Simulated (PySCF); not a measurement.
Gas-phase reaction: SnF4 + 2 CCl = SnF3 + CCl2 + CF

Computed with PySCF and rigid-rotor harmonic-oscillator thermochemistry at 1 bar. † marks an energy on the PBE0/def2-TZVP geometry and frequencies. CCSD(T) freezes the core. Open shells (unrestricted): CCl (multiplicity 2, electronic degeneracy 4), SnF3 (multiplicity 2), CF (multiplicity 2, electronic degeneracy 4); the rest are closed-shell singlets. Spin-orbit splitting is ignored; it lowers the true energy and changes the entropy of CCl, CF. B3LYP is the form with VWN-RPA correlation. Sn: scalar-relativistic def2 core potential, no spin-orbit coupling. SnF3: computed as isolated molecules; such fragments, hydroxides, amides, oligomers or adducts are transient or little studied in the gas. CCSD(T) isn't extrapolated to the basis-set limit; its ΔH°(298 K) is -27.5 kJ in def2-SVP and -11.7 kJ in def2-TZVPP. The harmonic model lacks anharmonicity and excited electronic states, which grow with temperature; levels with a mode under 35 cm⁻¹ are left out. Warning, large T1 diagnostic: CCl2 (CCSD(T)/def2-TZVPP†).

```csv
level,"ΔE electronic, kJ","ΔH°(298 K), kJ","ΔS°(298 K), J/K","ΔG°(1000 K), kJ"
B3LYP/def2-TZVP†,-40,-39,20,-56
CCSD(T)/def2-TZVPP†,-12,-12,20,-29
HF/def2-TZVP†,18,19,20,2
PBE0/def2-QZVP†,-37,-36,20,-53
ωB97M-V/def2-TZVP†,-39,-39,20,-56
```
ΔH° is lowest at B3LYP/def2-TZVP† and highest at HF/def2-TZVP†. No reference value is set beside these.
